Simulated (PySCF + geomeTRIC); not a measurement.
Calculation: BP86-D3(BJ)/def2-SVP (PySCF + geomeTRIC). fastk is a local helper that only speeds up exchange builds. No frequencies were computed at this level.

```python
import json, numpy as np
from pyscf import gto, dft
from fastk import lowrank_exchange
atoms = """
Zr    -0.046304    -0.025894     0.072434
N     -1.037215    -1.808421     0.280802
H     -0.712903    -2.567809    -0.333744
H     -2.054673    -1.746990     0.132654
N      1.758326    -0.121683     1.038944
H      2.533587    -0.491474     0.471013
H      1.771167    -0.662688     1.914331
N     -1.218096     1.454092     0.870688
H     -0.718969     2.239521     1.310304
H     -1.905470     1.133644     1.567540
N      0.304184     0.334572    -1.914938
H      1.165095     0.864768    -2.110757
H     -0.446986     0.828804    -2.415910
"""
def scf(charge, spin, dm0=None):
    mol = gto.M(atom=atoms, basis='def2-svp', ecp={'Zr': 'def2-svp'}, charge=charge, spin=spin, verbose=3, max_memory=10080)
    mf = dft.KS(mol, xc='bp86').density_fit(auxbasis="def2-universal-jkfit")
    mf.disp = 'd3bj'
    mf.grids.level = 3
    mf.conv_tol = 1e-8
    mf.max_cycle = 120
    mf.level_shift = 0.25
    mf.kernel(dm0)
    if not mf.converged:
        mf = mf.newton().run(mf.mo_coeff, mf.mo_occ).undo_soscf()
    return mf
mf = scf(0, 0)
from pyscf.geomopt.geometric_solver import kernel as optimize
path = []
done, mol = optimize(mf, maxsteps=120, assert_convergence=False, callback=lambda env: path.append((env["energy"], bool(env["g_scanner"].converged))))
res = dict(converged=bool(done and path[-1][1]), energy=path[-1][0], path=[e for e, c in path], xyz=mol.atom_coords(unit="Angstrom").tolist(), nao=mol.nao)
json.dump(res, open("result.json", "w"))
```

Output:

```
converged SCF energy = -270.922204822223
Geometry optimization cycle 1
converged SCF energy = -270.922204820608
cycle 1: E = -270.922204821  dE = -270.922  norm(grad) = 0.0205646
Geometry optimization cycle 2
converged SCF energy = -270.926507563776
cycle 2: E = -270.926507564  dE = -0.00430274  norm(grad) = 0.0284434
Geometry optimization cycle 3
converged SCF energy = -270.930105366647
cycle 3: E = -270.930105367  dE = -0.0035978  norm(grad) = 0.0203435
Geometry optimization cycle 4
converged SCF energy = -270.935466877183
cycle 4: E = -270.935466877  dE = -0.00536151  norm(grad) = 0.0169826
Geometry optimization cycle 5
converged SCF energy = -270.936566554672
cycle 5: E = -270.936566555  dE = -0.00109968  norm(grad) = 0.0136869
Geometry optimization cycle 6
converged SCF energy = -270.939048932295
cycle 6: E = -270.939048932  dE = -0.00248238  norm(grad) = 0.00501183
Geometry optimization cycle 7
converged SCF energy = -270.940492914345
cycle 7: E = -270.940492914  dE = -0.00144398  norm(grad) = 0.00960124
Geometry optimization cycle 8
converged SCF energy = -270.942080194068
cycle 8: E = -270.942080194  dE = -0.00158728  norm(grad) = 0.0195285
Geometry optimization cycle 9
converged SCF energy = -270.944676061509
cycle 9: E = -270.944676062  dE = -0.00259587  norm(grad) = 0.019691
Geometry optimization cycle 10
converged SCF energy = -270.947112397824
cycle 10: E = -270.947112398  dE = -0.00243634  norm(grad) = 0.0133279
Geometry optimization cycle 11
converged SCF energy = -270.947774781526
cycle 11: E = -270.947774782  dE = -0.000662384  norm(grad) = 0.00354686
Geometry optimization cycle 12
converged SCF energy = -270.947836457468
cycle 12: E = -270.947836457  dE = -6.16759e-05  norm(grad) = 0.00196169
Geometry optimization cycle 13
converged SCF energy = -270.947901128933
cycle 13: E = -270.947901129  dE = -6.46715e-05  norm(grad) = 0.00209032
Geometry optimization cycle 14
converged SCF energy = -270.94796221294
cycle 14: E = -270.947962213  dE = -6.1084e-05  norm(grad) = 0.00251663
Geometry optimization cycle 15
converged SCF energy = -270.948006133152
cycle 15: E = -270.948006133  dE = -4.39202e-05  norm(grad) = 0.0020581
Geometry optimization cycle 16
converged SCF energy = -270.948045608978
cycle 16: E = -270.948045609  dE = -3.94758e-05  norm(grad) = 0.00164851
Geometry optimization cycle 17
converged SCF energy = -270.948080437048
cycle 17: E = -270.948080437  dE = -3.48281e-05  norm(grad) = 0.00179503
Geometry optimization cycle 18
converged SCF energy = -270.948109676208
cycle 18: E = -270.948109676  dE = -2.92392e-05  norm(grad) = 0.00183296
Geometry optimization cycle 19
converged SCF energy = -270.94813677601
cycle 19: E = -270.948136776  dE = -2.70998e-05  norm(grad) = 0.00176834
Geometry optimization cycle 20
converged SCF energy = -270.948165173939
cycle 20: E = -270.948165174  dE = -2.83979e-05  norm(grad) = 0.00186336
Geometry optimization cycle 21
converged SCF energy = -270.948188827466
cycle 21: E = -270.948188827  dE = -2.36535e-05  norm(grad) = 0.00171059
Geometry optimization cycle 22
converged SCF energy = -270.948199518627
cycle 22: E = -270.948199519  dE = -1.06912e-05  norm(grad) = 0.00104007
Geometry optimization cycle 23
converged SCF energy = -270.948202336694
cycle 23: E = -270.948202337  dE = -2.81807e-06  norm(grad) = 0.000533197
Geometry optimization cycle 24
converged SCF energy = -270.948203207474
cycle 24: E = -270.948203207  dE = -8.7078e-07  norm(grad) = 0.000620292
Geometry optimization cycle 25
converged SCF energy = -270.94820241837
cycle 25: E = -270.948202418  dE = 7.89104e-07  norm(grad) = 0.00109023
Geometry optimization cycle 26
converged SCF energy = -270.948204030722
cycle 26: E = -270.948204031  dE = -1.61235e-06  norm(grad) = 0.00100129
Geometry optimization cycle 27
converged SCF energy = -270.948206687405
cycle 27: E = -270.948206687  dE = -2.65668e-06  norm(grad) = 0.000392955
Geometry optimization cycle 28
converged SCF energy = -270.948207151022
cycle 28: E = -270.948207151  dE = -4.63617e-07  norm(grad) = 0.000338117
Geometry optimization cycle 29
converged SCF energy = -270.948207523229
cycle 29: E = -270.948207523  dE = -3.72207e-07  norm(grad) = 0.000409852
Geometry optimization cycle 30
converged SCF energy = -270.948207993158
cycle 30: E = -270.948207993  dE = -4.69929e-07  norm(grad) = 0.000316952
<class 'geometric.internal.Distance'> : 12
<class 'geometric.internal.Angle'> : 18
<class 'geometric.internal.Dihedral'> : 24
<class 'geometric.internal.TranslationX'> : 1
<class 'geometric.internal.TranslationY'> : 1
<class 'geometric.internal.TranslationZ'> : 1
<class 'geometric.internal.RotationA'> : 1
<class 'geometric.internal.RotationB'> : 1
<class 'geometric.internal.RotationC'> : 1
Step    0 : Gradient = 5.704e-03/7.826e-03 (rms/max) Energy = -270.9222048206
Step    1 : Displace = 7.937e-02/1.024e-01 (rms/max) Trust = 1.000e-01 (=) Grad = 7.889e-03/1.366e-02 (rms/max) E (change) = -270.9265075638 (-4.303e-03) Quality = 0.938
Step    2 : Displace = 4.181e-02/5.377e-02 (rms/max) Trust = 1.414e-01 (+) Grad = 5.642e-03/9.364e-03 (rms/max) E (change) = -270.9301053666 (-3.598e-03) Quality = 1.738
Step    3 : Displace = 1.252e-01/1.725e-01 (rms/max) Trust = 2.000e-01 (+) Grad = 4.710e-03/7.207e-03 (rms/max) E (change) = -270.9354668772 (-5.362e-03) Quality = 1.085
Step    4 : Displace = 2.143e-02/3.366e-02 (rms/max) Trust = 2.828e-01 (+) Grad = 3.796e-03/5.980e-03 (rms/max) E (change) = -270.9365665547 (-1.100e-03) Quality = 1.727
Step    5 : Displace = 7.489e-02/1.249e-01 (rms/max) Trust = 3.000e-01 (+) Grad = 1.390e-03/2.335e-03 (rms/max) E (change) = -270.9390489323 (-2.482e-03) Quality = 1.376
Step    6 : Displace = 7.998e-02/1.261e-01 (rms/max) Trust = 3.000e-01 (=) Grad = 2.663e-03/4.236e-03 (rms/max) E (change) = -270.9404929143 (-1.444e-03) Quality = 1.332
Step    7 : Displace = 9.102e-02/1.647e-01 (rms/max) Trust = 3.000e-01 (=) Grad = 5.416e-03/7.699e-03 (rms/max) E (change) = -270.9420801941 (-1.587e-03) Quality = 1.375
Step    8 : Displace = 1.414e-01/2.395e-01 (rms/max) Trust = 3.000e-01 (=) Grad = 5.461e-03/8.425e-03 (rms/max) E (change) = -270.9446760615 (-2.596e-03) Quality = 1.374
Step    9 : Displace = 1.544e-01/2.845e-01 (rms/max) Trust = 3.000e-01 (=) Grad = 3.696e-03/6.353e-03 (rms/max) E (change) = -270.9471123978 (-2.436e-03) Quality = 0.989
Step   10 : Displace = 3.670e-02/6.646e-02 (rms/max) Trust = 3.000e-01 (=) Grad = 9.837e-04/1.306e-03 (rms/max) E (change) = -270.9477747815 (-6.624e-04) Quality = 0.988
Step   11 : Displace = 1.482e-02/2.993e-02 (rms/max) Trust = 3.000e-01 (=) Grad = 5.441e-04/9.854e-04 (rms/max) E (change) = -270.9478364575 (-6.168e-05) Quality = 1.448
Step   12 : Displace = 1.610e-02/3.369e-02 (rms/max) Trust = 3.000e-01 (=) Grad = 5.797e-04/8.799e-04 (rms/max) E (change) = -270.9479011289 (-6.467e-05) Quality = 1.438
Step   13 : Displace = 2.025e-02/3.607e-02 (rms/max) Trust = 3.000e-01 (=) Grad = 6.980e-04/9.436e-04 (rms/max) E (change) = -270.9479622129 (-6.108e-05) Quality = 1.350
Step   14 : Displace = 1.795e-02/3.108e-02 (rms/max) Trust = 3.000e-01 (=) Grad = 5.708e-04/1.041e-03 (rms/max) E (change) = -270.9480061332 (-4.392e-05) Quality = 1.365
Step   15 : Displace = 1.764e-02/3.096e-02 (rms/max) Trust = 3.000e-01 (=) Grad = 4.572e-04/9.204e-04 (rms/max) E (change) = -270.9480456090 (-3.948e-05) Quality = 1.353
Step   16 : Displace = 1.749e-02/3.136e-02 (rms/max) Trust = 3.000e-01 (=) Grad = 4.979e-04/8.621e-04 (rms/max) E (change) = -270.9480804370 (-3.483e-05) Quality = 1.320
Step   17 : Displace = 1.679e-02/3.453e-02 (rms/max) Trust = 3.000e-01 (=) Grad = 5.084e-04/8.607e-04 (rms/max) E (change) = -270.9481096762 (-2.924e-05) Quality = 1.326
Step   18 : Displace = 1.758e-02/3.716e-02 (rms/max) Trust = 3.000e-01 (=) Grad = 4.904e-04/9.744e-04 (rms/max) E (change) = -270.9481367760 (-2.710e-05) Quality = 1.270
Step   19 : Displace = 2.021e-02/4.090e-02 (rms/max) Trust = 3.000e-01 (=) Grad = 5.168e-04/1.127e-03 (rms/max) E (change) = -270.9481651739 (-2.840e-05) Quality = 1.167
Step   20 : Displace = 1.817e-02/3.236e-02 (rms/max) Trust = 3.000e-01 (=) Grad = 4.744e-04/7.933e-04 (rms/max) E (change) = -270.9481888275 (-2.365e-05) Quality = 1.066
Step   21 : Displace = 1.030e-02/1.630e-02 (rms/max) Trust = 3.000e-01 (=) Grad = 2.885e-04/4.397e-04 (rms/max) E (change) = -270.9481995186 (-1.069e-05) Quality = 0.872
Step   22 : Displace = 4.334e-03/6.772e-03 (rms/max) Trust = 3.000e-01 (=) Grad = 1.479e-04/3.090e-04 (rms/max) E (change) = -270.9482023367 (-2.818e-06) Quality = 0.662
Step   23 : Displace = 3.098e-03/5.090e-03 (rms/max) Trust = 3.000e-01 (=) Grad = 1.720e-04/3.130e-04 (rms/max) E (change) = -270.9482032075 (-8.708e-07) Quality = 0.292
Step   24 : Displace = 4.869e-03/8.097e-03 (rms/max) Trust = 3.000e-01 (=) Grad = 3.024e-04/5.262e-04 (rms/max) E (change) = -270.9482024184 (+7.891e-07) Quality = -0.171
Step   25 : Displace = 2.620e-03/4.885e-03 (rms/max) Trust = 2.435e-03 (-) Grad = 2.777e-04/4.893e-04 (rms/max) E (change) = -270.9482040307 (-1.612e-06) Quality = 0.337
Step   26 : Displace = 2.460e-03/3.813e-03 (rms/max) Trust = 2.435e-03 (=) Grad = 1.090e-04/1.952e-04 (rms/max) E (change) = -270.9482066874 (-2.657e-06) Quality = 0.495
Step   27 : Displace = 2.492e-03/5.015e-03 (rms/max) Trust = 2.435e-03 (=) Grad = 9.378e-05/1.728e-04 (rms/max) E (change) = -270.9482071510 (-4.636e-07) Quality = 0.081
Step   28 : Displace = 1.215e-03/2.316e-03 (rms/max) Trust = 1.217e-03 (-) Grad = 1.137e-04/1.748e-04 (rms/max) E (change) = -270.9482075232 (-3.722e-07) Quality = 0.102
Step   29 : Displace = 6.006e-04/7.852e-04 (rms/max) Trust = 6.075e-04 (-) Grad = 8.791e-05/1.582e-04 (rms/max) E (change) = -270.9482079932 (-4.699e-07) Quality = 0.409
Converged! =D
```

Cost: very roughly 8 core-minutes.
